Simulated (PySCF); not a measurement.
Relaxation of doublet WO₂Br

Method: UPBE0 in PySCF with W def2-TZVP with ECP60, O def2-TZVP, Br def2-TZVP; scalar-relativistic core potentials, no spin–orbit coupling; density-fitted integrals. A (50,194) grid was used.

A hand-made trigonal planar start, of C2v symmetry, held to at least that symmetry:

Coordinates in bohr (charge 0 multiplicity 2):
```
W    -1.0881    0.0000    0.0000
O    -2.7605    2.8968    0.0000
O    -2.7605   -2.8968    0.0000
Br    3.6551    0.0000    0.0000
```

Task: What does it relax to?

Result: It ends at C2v with W–Br 2.428 Å, W–O 1.701 Å (×2); Br–W–O 124.1° (×2), O–W–O 111.8°. A frequency run shows 1 imaginary mode, down to 60i cm⁻¹, so it is a saddle point. Other isomers or separated fragments may lie lower.

Task: How much energy is released, and in how many steps?

Result: 37.4 kJ/mol in 5 steps.

Open d and f shells are described by one determinant, and the ground state may have another occupation or spin. With an element this heavy the missing spin–orbit coupling can shift these numbers.
